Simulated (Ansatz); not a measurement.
**Worked example: the step energy**

An elementary step of TiNH3OF2, closed shell (TiNH₃OF₂ ([NH2][Ti]([OH])([F])[F]) → TiNHF₂ ([NH][Ti]([F])[F]) + H₂O (still joined by a long Ti–O bond); Ti–O, N–H broken or loosened, O–H formed or tightened). “Start” and “end” are the PBE0-D4/def2-TZVP structures reached by relaxing down either side of its saddle point, with the molecules still in contact.

Computed with Ansatz 0.2.0 (basis: def2-TZVPP and def2-QZVPP); correlated methods freeze the cores.

Energies in eV:

| quantity | end | start |
| --- | --- | --- |
| Hartree–Fock, triple zeta (X = 3) | -32072.69034 | -32074.63082 |
| Hartree–Fock, quadruple zeta (X = 4) | -32073.51736 | -32075.46577 |
| MP2 correlation, X = 3 | -38.78219 | -37.90723 |
| MP2 correlation, X = 4 | -41.99878 | -41.13900 |
| CCSD(T) correlation, X = 3 | -40.18180 | -39.61472 |

Problem. Work out the step energy at the basis limit: extrapolate Hartree–Fock as E(X) = E∞ + A exp(−7.88 √X) and the MP2 correlation as E(X) = E∞ + B X^−2.97 (the exponents that Neese and Valeev fitted for def2-TZVPP and QZVPP), then add CCSD(T) − MP2 in triple zeta.

Solution. Each step is linear, so take the differences first (end − start): Hartree–Fock 1.94048 (X = 3) and 1.94841 (X = 4); MP2 correlation -0.87496 and -0.85978; CCSD(T) correlation -0.56708.
Two points give E∞ = E(4) + w [E(4) − E(3)], with w = 1/(exp(7.88 (2 − √3)) − 1) = 0.1377 for Hartree–Fock and w = 1/((4/3)^2.97 − 1) = 0.7407 for the correlation.
Hartree–Fock: 1.94841 + 0.1377 × 0.00793 = 1.9495 eV.
MP2 correlation: -0.85978 + 0.7407 × 0.01518 = -0.8485 eV.
CCSD(T) − MP2: -0.56708 − (-0.87496) = 0.3079 eV.
Sum: 1.9495 + (-0.8485) + 0.3079 = 1.4089 eV, or 32.49 kcal/mol. Plain CCSD(T) in triple zeta gives 1.3734 eV, so the larger basis shifts the result by 0.0355 eV.

T1 diagnostic: at most 0.026. The T1 diagnostic is large here, which may signal multireference character or strong orbital relaxation, so CCSD(T) is less sure. The restricted Hartree–Fock reference is unstable towards an unrestricted one at one or more of these structures.

Labels in which every atom is bracketed show which atoms are joined, not bond orders.

For scale, one of the runs: CCSD(T)/def2-TZVPP, 230 basis functions, launched by `ansatz run in.yaml --threads 8 --pin off --events-out ev --progress --plain --max-ram 19148MiB`. Time: 84 s of wall clock on 8 CPU threads of a Oxide Virtual Turin-like; the host was shared. Peak host memory: 4.6 GiB.
